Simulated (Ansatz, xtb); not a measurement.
A geometry optimisation of CH3BFSn with r2SCAN-D4/def2-SVP

The starting geometry of this gas-phase doublet was built from a drawn formula by distance geometry and a force field; its bonds are those of `F[B]1[CH][SnH2]1`.

```yaml
atoms:
  - { symbol: C, position_ang: [0.0478, -0.3811, -1.8611] }
  - { symbol: B, position_ang: [-1.4184, -0.4580, -1.3974] }
  - { symbol: F, position_ang: [-2.7974, -0.7979, -1.6821] }
  - { symbol: Sn, position_ang: [0.2282, 0.2950, 0.1089] }
  - { symbol: H, position_ang: [0.1498, 0.4912, -2.5563] }
  - { symbol: H, position_ang: [0.2560, -0.8833, 1.3562] }
  - { symbol: H, position_ang: [-0.2093, 1.9863, 0.4336] }
```

Task: Where would you expect an optimisation with r2SCAN-D4/def2-SVP to take it?

Result: A bond breaks, leaving `FB=[CH][SnH2]`. Distances that change by over a tenth: C1–B2 (1.54 → 1.38 Å), B2–F3 (1.45 → 1.29 Å). Contacts that open: B2–Sn4 (2.36 → 2.94 Å).

The energy falls by 1.54 eV over 22 steps:

| step | E − E(last) (eV) |
| --- | --- |
| 1 | 1.544 |
| 3 | 0.731 |
| 6 | 0.296 |
| 8 | 0.228 |
| 10 | 0.119 |
| 13 | 0.039 |
| 15 | 0.026 |
| 17 | 0.003 |
| 20 | 0.000 |
| 22 | 0.000 |

Final geometry (Å):

```xyz
7

C    -0.7196    0.4304   -1.6731
B    -1.4027   -0.7679   -1.7649
F    -2.0179   -1.8983   -1.7172
Sn   -0.1747    0.8456    0.3576
H    -0.4354    1.1591   -2.4313
H    -0.5385   -0.6218    1.2172
H     1.5456    1.1051    0.4134
```

From the same start GFN2-xTB reaches the same bonding as this run.

The end wasn't checked by frequencies. Open shells are spin-unrestricted. Atoms past krypton carry core potentials, without spin–orbit terms. Run with Ansatz 0.2.0, 2.1 min on 2 threads of Arm Neoverse V2 (shared host).
